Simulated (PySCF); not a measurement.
Orbital gap (eV) of eight silicon and germanium compounds: PBE beside ωB97X, computed with PySCF for isolated molecules in the bases named; differences from unrounded values. The eight are the first of their class met in an unordered collection, after screening for sound electronic states; none was chosen by its value. Each molecule has one DFT geometry for both levels.

```json
[
 {"molecule": "bis(fluoromethyl)-hydroxysilane (C₂H₆F₂OSi), SMILES O[SiH](CF)CF", "basis": "def2-TZVP", "ωB97X": "13.03"},
 {"molecule": "CH₆ClFSi₂, SMILES C([SiH3])[Si@H](F)Cl", "basis": "def2-TZVP", "ωB97X": "13.69"},
 {"molecule": "Si(Me)(SH)3 (CH6S3Si), SMILES C[Si](S)(S)S", "basis": "def2-TZVP", "ωB97X": "11.67"},
 {"molecule": "C3H8Si2, SMILES C#C[Si@@H](C)[SiH3]", "basis": "def2-TZVP", "ωB97X": "11.64"},
 {"molecule": "C₂H₅NO₂Si, SMILES [SiH3]O/C=N/C=O", "basis": "def2-TZVP", "ωB97X": "10.90"},
 {"molecule": "C₃H₁₀OSi₂, SMILES C=C[SiH2]CO[SiH3]", "basis": "def2-TZVP", "ωB97X": "11.80"},
 {"molecule": "CH₁₁NSi₄, SMILES N(/[SiH3])=C/[SiH]([SiH3])[SiH3]", "basis": "def2-TZVP", "ωB97X": "9.31"},
 {"molecule": "Si(CCH)(OH)3 (C₂H₄O₃Si), SMILES O[Si](O)(O)C#C", "basis": "def2-TZVP", "ωB97X": "12.79"}
]
```

Question: Estimate the PBE values and say how PBE differs from ωB97X over the set. (The exact figures need the calculation; the answer reports its results.)

Answer: 
```json
[
 {"molecule": "bis(fluoromethyl)-hydroxysilane (C₂H₆F₂OSi), SMILES O[SiH](CF)CF", "PBE": "5.95", "difference": "-7.07"},
 {"molecule": "CH₆ClFSi₂, SMILES C([SiH3])[Si@H](F)Cl", "PBE": "7.13", "difference": "-6.56"},
 {"molecule": "Si(Me)(SH)3 (CH6S3Si), SMILES C[Si](S)(S)S", "PBE": "5.11", "difference": "-6.56"},
 {"molecule": "C3H8Si2, SMILES C#C[Si@@H](C)[SiH3]", "PBE": "5.33", "difference": "-6.31"},
 {"molecule": "C₂H₅NO₂Si, SMILES [SiH3]O/C=N/C=O", "PBE": "3.46", "difference": "-7.44"},
 {"molecule": "C₃H₁₀OSi₂, SMILES C=C[SiH2]CO[SiH3]", "PBE": "5.08", "difference": "-6.72"},
 {"molecule": "CH₁₁NSi₄, SMILES N(/[SiH3])=C/[SiH]([SiH3])[SiH3]", "PBE": "2.66", "difference": "-6.66"},
 {"molecule": "Si(CCH)(OH)3 (C₂H₄O₃Si), SMILES O[Si](O)(O)C#C", "PBE": "5.92", "difference": "-6.87"}
]
```
PBE lies below ωB97X in 8 and above it in 0 of the eight; the mean signed difference is -6.77 and the largest -7.44 eV.
